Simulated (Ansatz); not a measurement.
C3H7BSi can be A, `C#CB[SiH2]C`, or B, `[SiH3]CC1=CB1`.

Isolated molecules relaxed with PBE0-D4/def2-TZVP in Ansatz; ΔE leaves out vibrations. CCSD(T)/CBS adds triple-zeta CCSD(T) − MP2 to the extrapolated MP2 energy (def2 sets, frozen cores). Functionals use def2-TZVPP. B3LYP here is the variant with VWN-RPA as its local correlation; programs differ in this. Each species was taken in one conformer, which may not be the lowest.

Q: Which isomer does CCSD(T)/CBS put lower? Give the gap. (An estimate is asked.)

A: The calculation gave: B, by 7.7 kcal/mol.

Q: Give E(B) − E(A) in kcal/mol with B2PLYP, CCSD(T)/def2-TZVPP, HF/def2-TZVPP, r2SCAN-D4, PBE-D4, B3LYP-D4, CCSD/def2-TZVPP. (An estimate is asked.)

A: Computed: B2PLYP -7.5, CCSD(T)/def2-TZVPP -7.5, HF/def2-TZVPP -8.9, r2SCAN-D4 -10.6, PBE-D4 -10.4, B3LYP-D4 -8.0, CCSD/def2-TZVPP -7.9. None reverses the order clearly.

Largest T1 diagnostic: 0.014.

From PBE to PBE0 (25 % exact exchange), in def2-TZVPP and without D4, E(B) − E(A) moves by −3.1 kcal/mol.
